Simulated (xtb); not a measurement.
C5H7FO2, triplet, geometry from GFN2-xTB of the parent state (a higher spin typed on purpose: for a closed-shell molecule this is an excited state); GFN1-xTB in xtb.

Here is a job for xtb.
```
$ xtb mol.xyz --gfn 1 --chrg 0 --uhf 2 --json

# file mol.xyz
15

C      2.81484351     0.10214238     0.20729221
C      1.57603227     0.33824942    -0.19638991
F      1.31769639     1.20613037    -1.19065490
C      0.37459893    -0.31786650     0.39606849
O      0.43945284    -1.11979645     1.29496247
O     -0.74744258     0.08674685    -0.18163158
C     -1.96191225    -0.48166286     0.31183832
C     -3.11708435     0.10709106    -0.47434626
H      2.97996800    -0.59826716     1.00475553
H      3.66018044     0.59226715    -0.24122343
H     -1.91089698    -1.57044941     0.19851780
H     -2.04567103    -0.25597186     1.38092592
H     -3.13956817     1.18668293    -0.35415745
H     -3.00546371    -0.12126394    -1.53069104
H     -4.05276683    -0.31149520    -0.11565748
```

Problem. Predict the main parts of the log of this xtb run.

Solution. 
```
   ID    Z sym.   atoms
    1    6 C      1, 2, 4, 7, 8
    2    9 F      3
    3    8 O      5, 6
    4    1 H      9-15

           -------------------------------------------------
          |                Calculation Setup                |
           -------------------------------------------------

           -------------------------------------------------
          |                 G F N 1 - x T B                 |
           -------------------------------------------------

          ...................................................
          :                      SETUP                      :
          :.................................................:
          :  # basis functions                  46          :
          :  # atomic orbitals                  46          :
          :  # shells                           30          :
          :  # electrons                        46          :
          :  # halogen bonds                     0          :
          :  max. iterations                   250          :
          :  Hamiltonian                  GFN1-xTB          :
          :  restarted?                      false          :
          :  GBSA solvation                  false          :
          :  PC potential                    false          :
          :  electronic temp.          300.0000000     K    :
          :  accuracy                    1.0000000          :
          :  -> integral cutoff          0.2500000E+02      :
          :  -> integral neglect         0.1000000E-07      :
          :  -> SCF convergence          0.1000000E-05 Eh   :
          :  -> wf. convergence          0.2000000E-04 e    :
          :  Broyden damping             0.4000000          :
          :  net charge                          0          :
          :  unpaired electrons                  2          :
          ...................................................

 iter      E             dE          RMSdq      gap      omega  full diag
   1    -28.8643556 -0.288644E+02  0.806E+00    2.83       0.0  T
   2    -28.8331838  0.311718E-01  0.562E+00    3.29       1.0  T
   3    -28.7894087  0.437751E-01  0.355E+00    3.55       1.0  T
   4    -28.9431492 -0.153740E+00  0.150E+00    3.02       1.0  T
   5    -28.9599666 -0.168174E-01  0.895E-01    3.00       1.0  T
   6    -28.8912911  0.686755E-01  0.178E+00    3.16       1.0  T
   7    -28.9692266 -0.779356E-01  0.642E-01    3.04       1.0  T
   8    -28.9806986 -0.114719E-01  0.464E-02    3.07       1.0  T
   9    -28.9704513  0.102473E-01  0.584E-01    3.07       1.0  T
  10    -28.9767667 -0.631540E-02  0.363E-01    3.05       1.0  T
  11    -28.9788018 -0.203506E-02  0.255E-01    3.06       1.0  T
  12    -28.9806681 -0.186633E-02  0.440E-02    3.06       1.0  T
  13    -28.9806949 -0.268164E-04  0.314E-02    3.06       1.0  T
  14    -28.9807225 -0.275449E-04  0.745E-03    3.06       3.5  T
  15    -28.9807237 -0.129726E-05  0.348E-03    3.06       7.4  T
  16    -28.9807240 -0.223195E-06  0.215E-03    3.06      12.0  T
  17    -28.9807241 -0.138471E-06  0.787E-05    3.06     328.2  T
  18    -28.9807241  0.117382E-10  0.791E-05    3.06     326.2  T

   *** convergence criteria satisfied after 18 iterations ***

 transition dipole moment (au) for excitation:          23          24
     X       Y       Z
  -1.3983   0.0493  -0.2142  total (au/Debye):    1.415   3.598
 dE (eV)             :    4.424
 oscillator strength :  0.30712E+00

         :::::::::::::::::::::::::::::::::::::::::::::::::::::
         ::                     SUMMARY                     ::
         :::::::::::::::::::::::::::::::::::::::::::::::::::::
         :: total energy             -28.714997722785 Eh    ::
         :: gradient norm              0.210475435949 Eh/a0 ::
         :: HOMO-LUMO gap              3.062568801275 eV    ::
         ::.................................................::
         :: SCC energy               -28.980724110840 Eh    ::
         :: -> electrostatic           0.095196272278 Eh    ::
         :: repulsion energy           0.270685770247 Eh    ::
         :: dispersion energy         -0.004959382193 Eh    ::
         :: halogen bond corr.         0.000000000000 Eh    ::
         :: add. restraining           0.000000000000 Eh    ::
         :: total charge              -0.000000000000 e     ::
         :::::::::::::::::::::::::::::::::::::::::::::::::::::

           -------------------------------------------------
          |                Property Printout                |
           -------------------------------------------------

    * Orbital Energies and Occupations

         #    Occupation            Energy/Eh            Energy/eV
      -------------------------------------------------------------
         1        2.0000           -0.8900679             -24.2200
       ...           ...                  ...                  ...
        12        2.0000           -0.6000485             -16.3282
        13        2.0000           -0.5839062             -15.8889
        14        2.0000           -0.5687291             -15.4759
        15        2.0000           -0.5662364             -15.4081
        16        2.0000           -0.5427962             -14.7702
        17        2.0000           -0.5327966             -14.4981
        18        2.0000           -0.5307718             -14.4430
        19        2.0000           -0.5270371             -14.3414
        20        2.0000           -0.5061314             -13.7725
        21        2.0000           -0.4857418             -13.2177
        22        1.6734           -0.4711116             -12.8196
        23        1.3266           -0.4697367             -12.7822
        24        1.0000           -0.3071424              -8.3578 (HOMO)
        25                         -0.1945950              -5.2952 (LUMO)
        26                         -0.1388901              -3.7794
        27                         -0.1269226              -3.4537
        28                         -0.1197968              -3.2598
        29                         -0.0911343              -2.4799
        30                         -0.0780355              -2.1235
        31                         -0.0748987              -2.0381
        32                         -0.0580676              -1.5801
        33                         -0.0258690              -0.7039
        34                          0.0191080               0.5200
        35                          0.0921143               2.5066
       ...                                ...                  ...
        46                          0.7571200              20.6023
      -------------------------------------------------------------
                  HL-Gap            0.1125473 Eh            3.0626 eV
             Fermi-level           -0.3606464 Eh           -9.8137 eV

  Mulliken/CM5 charges         n(s)   n(p)   n(d)
     1C    -0.10902 -0.20596   1.045  3.064  0.000
     2C     0.24526  0.25987   1.066  2.689  0.000
     3F    -0.19281 -0.21497   1.834  5.359  0.000
     4C     0.50695  0.56930   0.926  2.567  0.000
     5O    -0.51537 -0.56424   1.730  4.785  0.000
     6O    -0.41275 -0.49430   1.680  4.732  0.000
     7C     0.20994  0.12750   0.997  2.793  0.000
     8C    -0.09461 -0.24379   1.009  3.086  0.000
     9H     0.07513  0.13306   0.925  0.000  0.000
    10H     0.06704  0.12186   0.933  0.000  0.000
    11H     0.04309  0.10827   0.957  0.000  0.000
    12H     0.04309  0.10827   0.957  0.000  0.000
    13H     0.04827  0.10266   0.952  0.000  0.000
    14H     0.04827  0.10266   0.952  0.000  0.000
    15H     0.03750  0.08981   0.962  0.000  0.000

Wiberg/Mayer (AO) data.
largest (>0.10) Wiberg bond orders for each atom

 ---------------------------------------------------------------------------
     #   Z sym  total        # sym  WBO       # sym  WBO       # sym  WBO
 ---------------------------------------------------------------------------
     1   6 C    3.287 --     2 C    1.165     9 H    0.970    10 H    0.967
                             4 C    0.111
     2   6 C    3.449 --     1 C    1.165     4 C    1.107     3 F    1.015
     3   9 F    1.106 --     2 C    1.015
     4   6 C    3.819 --     5 O    1.493     2 C    1.107     6 O    1.049
                             1 C    0.111
     5   8 O    1.770 --     4 C    1.493
     6   8 O    2.133 --     4 C    1.049     7 C    0.895
     7   6 C    3.876 --     8 C    1.017    12 H    0.965    11 H    0.965
                             6 O    0.895
     8   6 C    3.987 --     7 C    1.017    14 H    0.984    13 H    0.984
                            15 H    0.983
     9   1 H    1.002 --     1 C    0.970
    10   1 H    0.989 --     1 C    0.967
    11   1 H    1.007 --     7 C    0.965
    12   1 H    1.007 --     7 C    0.965
    13   1 H    1.002 --     8 C    0.984
    14   1 H    1.002 --     8 C    0.984
    15   1 H    1.000 --     8 C    0.983
 ---------------------------------------------------------------------------

Topologies differ in total number of bonds
Writing topology from bond orders to xtbtopo.mol

 dipole moment from electron density (au)
     X       Y       Z
  -0.3267   0.2428  -0.3071  total (Debye):    1.296

           -------------------------------------------------
          | TOTAL ENERGY              -28.714997722785 Eh   |
          | GRADIENT NORM               0.210475435949 Eh/α |
          | HOMO-LUMO GAP               3.062568801275 eV   |
           -------------------------------------------------

normal termination of xtb
```
